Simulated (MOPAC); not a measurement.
MOPAC input (AM1):

```
AM1 1SCF CHARGE=1 GEO-OK AUX(PRECISION=9) THREADS=1
C3H7S

C     0.00751336 1    1.37087273 1    0.17539980 1
C    -1.14438497 1    0.35348504 1    0.23860383 1
S    -0.00513306 1   -1.04373398 1   -0.26528146 1
C     1.14640594 1    0.33962309 1    0.24881721 1
H     0.00839729 1    2.10697436 1    0.97620320 1
H     0.01493500 1    1.89327114 1   -0.78020484 1
H    -1.99362645 1    0.46471405 1   -0.42827414 1
H    -1.47835350 1    0.10685418 1    1.24474232 1
H     2.00284367 1    0.44053075 1   -0.41045608 1
H     1.46838097 1    0.08902300 1    1.25788018 1
H     0.00234600 1   -0.78550894 1   -1.59231227 1
```

From the output:

```
                                                       MOPAC v23.2.5 Linux

          FINAL HEAT OF FORMATION =        178.46594 KCAL/MOL =     746.70150 KJ/MOL

          COSMO AREA              =        111.04 SQUARE ANGSTROMS
          COSMO VOLUME            =         99.06 CUBIC ANGSTROMS

          IONIZATION POTENTIAL    =         16.761075 EV
          HOMO LUMO ENERGIES (EV) =        -16.761 -5.822
          NO. OF FILLED LEVELS    =         12
          MOLECULAR WEIGHT        =         75.1483         POINT GROUP:  Cs

          MOLECULAR DIMENSIONS (Angstroms)

            Atom       Atom       Distance
            H     9    H     7     3.99658
            H    11    H     5     3.86830
            H     8    H     6     2.71120

          SCF CALCULATIONS        =          1

   ATOM   CHEMICAL          X               Y               Z
  NUMBER   SYMBOL      (ANGSTROMS)     (ANGSTROMS)     (ANGSTROMS)

     1       C          0.00751336  *   1.37087273  *   0.17539980  *
     2       C         -1.14438497  *   0.35348504  *   0.23860383  *
     3       S         -0.00513306  *  -1.04373398  *  -0.26528146  *
     4       C          1.14640594  *   0.33962309  *   0.24881721  *
     5       H          0.00839729  *   2.10697436  *   0.97620320  *
     6       H          0.01493500  *   1.89327114  *  -0.78020484  *
     7       H         -1.99362645  *   0.46471405  *  -0.42827414  *
     8       H         -1.47835350  *   0.10685418  *   1.24474232  *
     9       H          2.00284367  *   0.44053075  *  -0.41045608  *
    10       H          1.46838097  *   0.08902300  *   1.25788018  *
    11       H          0.00234600  *  -0.78550894  *  -1.59231227  *

                             CARTESIAN COORDINATES

   1    C        0.007513360     1.370872730     0.175399800
   2    C       -1.144384970     0.353485040     0.238603830
   3    S       -0.005133060    -1.043733980    -0.265281460
   4    C        1.146405940     0.339623090     0.248817210
   5    H        0.008397290     2.106974360     0.976203200
   6    H        0.014935000     1.893271140    -0.780204840
   7    H       -1.993626450     0.464714050    -0.428274140
   8    H       -1.478353500     0.106854180     1.244742320
   9    H        2.002843670     0.440530750    -0.410456080
  10    H        1.468380970     0.089023000     1.257880180
  11    H        0.002346000    -0.785508940    -1.592312270

           Empirical Formula: C3 H7 S  =    11 atoms

      MOLECULAR POINT GROUP   :   Cs

                  EIGENVALUES
 -42.03348 -33.18752 -28.63320 -25.03806 -22.45314 -21.01021 -19.84596 -19.47418
 -19.38831 -17.95328 -17.25044 -16.76107  -5.82236  -5.82034  -4.81426  -1.98439
  -1.91055  -1.52565  -1.26886  -0.81139  -0.73657  -0.38046  -0.04536

              NET ATOMIC CHARGES AND DIPOLE CONTRIBUTIONS

  ATOM NO.   TYPE          CHARGE      No. of ELECS.   s-Pop       p-Pop
    1          C          -0.167439        4.1674     1.22837     2.93906
    2          C          -0.288714        4.2887     1.26972     3.01900
    3          S           0.717096        5.2829     1.84881     3.43410
    4          C          -0.288714        4.2887     1.26972     3.01900
    5          H           0.170407        0.8296     0.82959
    6          H           0.138630        0.8614     0.86137
    7          H           0.172012        0.8280     0.82799
    8          H           0.172023        0.8280     0.82798
    9          H           0.172012        0.8280     0.82799
   10          H           0.172023        0.8280     0.82798
   11          H           0.030664        0.9693     0.96934
 DIPOLE           X         Y         Z       TOTAL
 POINT-CHG.    -0.008    -1.603    -0.293     1.630
 HYBRID         0.009     1.013    -0.675     1.218
 SUM            0.001    -0.590    -0.968     1.134

          ATOMIC ORBITAL ELECTRON POPULATIONS

     Atom    s        px        py        pz
    1  C   1.22837   0.84685   0.98260   1.10962
    2  C   1.26972   1.02382   0.88998   1.10519
    3  S   1.84881   1.13151   1.22380   1.07879
    4  C   1.26972   1.02322   0.89133   1.10445
    5  H   0.82959
    6  H   0.86137
    7  H   0.82799
    8  H   0.82798
    9  H   0.82799
   10  H   0.82798
   11  H   0.96934

 **********************
 *                    *
 * JOB ENDED NORMALLY *
 *                    *
 **********************

 == MOPAC DONE ==
```

The dipole moment of an ion depends on the origin.

The geometry given is a B3LYP-D3(BJ)/def2-TZVP minimum.
